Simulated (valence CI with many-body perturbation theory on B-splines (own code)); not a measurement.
## Forbidden lines of Eu²³⁺

Calculated by valence CI with perturbative core correlation (CI+MBPT): four valence electrons over a frozen Dirac-Fock core [Kr], radial functions for each j: 7 s, 7 p, 8 d, 6 f, 4 g, 1 h, with the one-electron correlation potential Σ1 (screened to all orders), the two-electron term Σ2, the three-electron term Σ3, Breit, model QED; selected single and double excitations, second order for the rest, scaled by the run's own slope (own B-spline code, finite nucleus).

No measured spectrum was set against this ion. As an estimate, terms of the open shell hold to 2 to 4 % of their energy, and close levels can change places. The list stops below the first excitations out of the core.

Lines 1 to 50 of 120 in falling wavelength, among levels below 735170 cm⁻¹, chosen from the decays that carry over 1 % of a level's rate. Wavelengths and rates use the calculated energies, so an error of 3000 cm⁻¹ moves a line at 1160 nm by 35 % and its rate by three times that or more. Electric multipoles are in the length gauge, E1 and E2 with the static RPA response of the core. Weak lines are less certain than strong ones. Lines between different terms over intervals too small for the method are left out, as are lines whose strength nearly cancels. Branching is blank where the lifetime is uncertain.

Levels are named by their leading jj configuration (3d3/2^4 stands for four electrons in 3d with j = 3/2), which in mixed levels can hold well under half, so a name can repeat and another be missing. Letters in brackets count levels of one name in rising energy.

| λ vac (nm) | Upper | Lower | Type | A (s⁻¹) | Branch % |
| --- | --- | --- | --- | --- | --- |
| 1305 | (4d3/2^2 4d5/2^2) J=6 | (4d3/2^2 4d5/2^2) J=5 | M1 | 4.24e+00 | 98.0 |
| 1160 | (4d3/2^3 4d5/2) J=4 | (4d3/2^3 4d5/2) J=2 | E2 | 7.69e-06 |  |
| 946.6 | (4d3/2^3 4d5/2) J=3 | (4d3/2^3 4d5/2) J=2 | M1 | 3.45e+01 | 99.6 |
| 684.7 | (4d3/2^2 4d5/2^2) J=2 [b] | (4d3/2^2 4d5/2^2) J=1 | M1 | 3.11e+01 | 4.1 |
| 611.8 | (4d3/2^2 4d5/2^2) J=5 | (4d3/2^2 4d5/2^2) J=4 [a] | M1 | 4.94e+01 | 4.5 |
| 604.8 | (4d3/2^2 4d5/2^2) J=4 [b] | (4d3/2^2 4d5/2^2) J=5 | M1 | 7.79e+00 | 1.3 |
| 475.9 | (4d3/2^3 4d5/2) J=2 | (4d3/2^3 4d5/2) J=1 | M1 | 3.39e+02 | 99.9 |
| 392.5 | (4d3/2^2 4d5/2^2) J=1 | (4d3/2^2 4d5/2^2) J=0 [a] | M1 | 2.45e+02 | 5.9 |
| 385.9 | (4d3/2^2 4d5/2^2) J=4 [b] | (4d3/2^2 4d5/2^2) J=3 [a] | M1 | 1.89e+02 | 32.3 |
| 368.9 | (4d3/2^2 4d5/2^2) J=4 [c] | (4d3/2 4d5/2^3) J=4 [a] | M1 | 4.50e+01 | 1.4 |
| 357.3 | (4d3/2^2 4d5/2^2) J=2 [b] | (4d3/2^2 4d5/2^2) J=2 [a] | M1 | 1.49e+02 | 19.8 |
| 347.8 | (4d3/2^2 4d5/2^2) J=3 [b] | (4d3/2^2 4d5/2^2) J=3 [a] | M1 | 3.77e+01 | 1.8 |
| 339.1 | (4d3/2 4d5/2^3) J=3 [c] | (4d3/2 4d5/2^3) J=2 [a] | M1 | 2.73e+02 |  |
| 327.7 | (4d3/2 4d5/2^3) J=1 [b] | (4d3/2 4d5/2^3) J=2 [a] | M1 | 8.37e+01 | 1.1 |
| 304.1 | (4d3/2^2 4d5/2^2) J=4 [b] | (4d3/2^2 4d5/2^2) J=4 [a] | M1 | 5.86e+01 | 10.0 |
| 300.2 | (4d3/2 4d5/2^3) J=3 [a] | (4d3/2^2 4d5/2^2) J=4 [b] | M1 | 1.48e+02 | 2.0 |
| 297.3 | (4d3/2^2 4d5/2^2) J=4 [a] | (4d3/2^3 4d5/2) J=3 | M1 | 2.67e+02 | 16.0 |
| 281.4 | (4d3/2 4d5/2^3) J=3 [b] | (4d3/2 4d5/2^3) J=3 [a] | M1 | 1.99e+02 |  |
| 281.0 | (4d3/2^2 4d5/2^2) J=4 [a] | (4d3/2^3 4d5/2) J=4 | M1 | 1.41e+03 | 84.0 |
| 279.9 | (4d3/2^2 4d5/2^2) J=3 [b] | (4d3/2^2 4d5/2^2) J=4 [a] | M1 | 2.70e+01 | 1.3 |
| 279.5 | (4d3/2^3 4d5/2) J=1 | (4d3/2^4) J=0 | M1 | 1.46e+03 | 100.0 |
| 276.3 | (4d3/2 4d5/2^3) J=1 [b] | (4d3/2 4d5/2^3) J=0 | M1 | 1.54e+02 | 2.1 |
| 263.8 | (4d3/2 4d5/2^3) J=4 [a] | (4d3/2^2 4d5/2^2) J=5 | M1 | 2.13e+02 | 4.2 |
| 252.6 | (4d3/2 4d5/2^3) J=2 [a] | (4d3/2^2 4d5/2^2) J=2 [c] | M1 | 6.71e+02 | 10.4 |
| 251.6 | (4d3/2 4d5/2^3) J=3 [b] | (4d3/2^2 4d5/2^2) J=2 [c] | M1 | 6.53e+01 |  |
| 246.3 | (4d3/2^2 4d5/2^2) J=3 [a] | (4d3/2^3 4d5/2) J=3 | M1 | 1.24e+03 | 53.9 |
| 242.9 | (4d3/2^2 4d5/2^2) J=2 [c] | (4d3/2^2 4d5/2^2) J=1 | M1 | 1.15e+02 | 1.8 |
| 237.8 | (4d3/2 4d5/2^3) J=1 [a] | (4d3/2^2 4d5/2^2) J=2 [b] | M1 | 4.67e+02 | 4.6 |
| 235.0 | (4d3/2^2 4d5/2^2) J=3 [a] | (4d3/2^3 4d5/2) J=4 | M1 | 3.08e+01 | 1.3 |
| 231.8 | (4d3/2 4d5/2^3) J=1 [b] | (4d3/2^2 4d5/2^2) J=2 [d] | M1 | 1.04e+03 | 14.3 |
| 229.7 | (4d3/2 4d5/2^3) J=5 | (4d3/2^2 4d5/2^2) J=4 [b] | M1 | 1.08e+03 | 33.2 |
| 219.1 | (4d3/2^2 4d5/2^2) J=4 [c] | (4d3/2^2 4d5/2^2) J=3 [b] | M1 | 1.20e+02 | 3.7 |
| 211.5 | (4d3/2 4d5/2^3) J=4 [a] | (4d3/2^2 4d5/2^2) J=3 [a] | M1 | 3.93e+02 | 7.8 |
| 206.3 | (4d3/2^2 4d5/2^2) J=4 [c] | (4d3/2^2 4d5/2^2) J=4 [b] | M1 | 4.02e+01 | 1.2 |
| 201.3 | (4d3/2 4d5/2^3) J=3 [c] | (4d3/2^2 4d5/2^2) J=4 [c] | M1 | 1.07e+03 |  |
| 195.4 | (4d3/2^2 4d5/2^2) J=3 [a] | (4d3/2^3 4d5/2) J=2 | M1 | 1.03e+03 | 44.6 |
| 193.7 | (4d3/2^2 4d5/2^2) J=2 [a] | (4d3/2^3 4d5/2) J=2 | M1 | 1.08e+03 | 25.7 |
| 192.6 | (4d3/2^2 4d5/2^2) J=5 | (4d3/2^3 4d5/2) J=4 | M1 | 1.06e+03 | 95.5 |
| 190.8 | (4d3/2 4d5/2^3) J=5 | (4d3/2^2 4d5/2^2) J=6 | M1 | 6.56e+02 | 20.2 |
| 187.9 | (4d3/2^2 4d5/2^2) J=2 [d] | (4d3/2^2 4d5/2^2) J=3 [b] | M1 | 7.27e+02 | 32.0 |
| 186.8 | (4d3/2^2 4d5/2^2) J=2 [d] | (4d3/2^2 4d5/2^2) J=2 [b] | M1 | 7.24e+02 | 31.9 |
| 184.3 | (4d3/2 4d5/2^3) J=4 [a] | (4d3/2^2 4d5/2^2) J=4 [a] | M1 | 3.39e+03 | 67.0 |
| 183.3 | (4d3/2^2 4d5/2^2) J=2 [c] | (4d3/2^2 4d5/2^2) J=2 [a] | M1 | 4.65e+02 | 7.4 |
| 183.1 | (4d3/2 4d5/2^3) J=1 [b] | (4d3/2 4d5/2^3) J=1 [a] | M1 | 2.32e+02 | 3.2 |
| 176.6 | (4d3/2 4d5/2^3) J=6 | (4d3/2^2 4d5/2^2) J=6 | M1 | 1.39e+03 | 44.2 |
| 176.5 | (4d3/2 4d5/2^3) J=1 [a] | (4d3/2^2 4d5/2^2) J=1 | M1 | 1.80e+03 | 17.8 |
| 170.3 | (4d3/2 4d5/2^3) J=4 [b] | (4d3/2 4d5/2^3) J=5 | M1 | 1.90e+02 |  |
| 170.2 | (4d3/2 4d5/2^3) J=3 [a] | (4d3/2^2 4d5/2^2) J=2 [a] | M1 | 3.12e+03 | 42.3 |
| 168.9 | (4d3/2 4d5/2^3) J=3 [a] | (4d3/2^2 4d5/2^2) J=3 [a] | M1 | 2.65e+03 | 36.0 |
| 167.8 | (4d3/2^2 4d5/2^2) J=6 | (4d3/2^3 4d5/2) J=4 | E2 | 8.87e-02 | 2.0 |
